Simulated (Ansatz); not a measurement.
Reaction (formal exchange of groups at the Al–C bond): `F[CH2][AlH2]` + `CC(C)C` → `CC(C)[CH2][AlH2]` + fluoromethane

Isolated molecules relaxed with PBE0-D4/def2-TZVP in Ansatz; ΔE leaves out vibrations. CCSD(T)/CBS adds triple-zeta CCSD(T) − MP2 to the extrapolated MP2 energy (def2 sets, frozen cores). This one scheme is used for every species. DFT in def2-TZVPP. One conformer a species, not always the lowest.

```csv
species,revPBE energy (Eh)
`F[CH2][AlH2]`,-382.71288
`CC(C)C`,-158.45837
`CC(C)[CH2][AlH2]`,-401.41644
`CF`,-139.75613
```

Q: Work out ΔE.

A: ΔE = (-401.41644) + (-139.75613) − (-382.71288) − (-158.45837) = -0.00132 Eh = -0.04 eV. CCSD(T)/CBS gives -0.13 eV.

Q: What do rigid-rotor, harmonic-oscillator terms from PBE0-D4/def2-TZVP frequencies (298.15 K, 1 bar) make of the CCSD(T)/CBS value? (Best estimate.)

A: The calculation gave: ΔZPE = 0.00 eV, ΔH = -0.12 eV, ΔS = 1 J/(mol·K), ΔG = -0.12 eV.

Largest T1 diagnostic among the species: 0.011.

In def2-TZVPP, CCSD(T) changes the Hartree–Fock value by −0.07 eV (the triples alone add −0.02 eV) and MP2 by −0.11 eV. Leaving LDA and LC-ωPBE aside and taking each functional with its dispersion term where it has one, the values, not all of them listed here, spread over 0.06 eV, from PBE-QIDH to BLYP-D4. LDA lies −0.05 eV from PBE without D4. From BLYP to BHLYP (50 % exact exchange), in def2-TZVPP and without D4, ΔE moves by −0.06 eV.
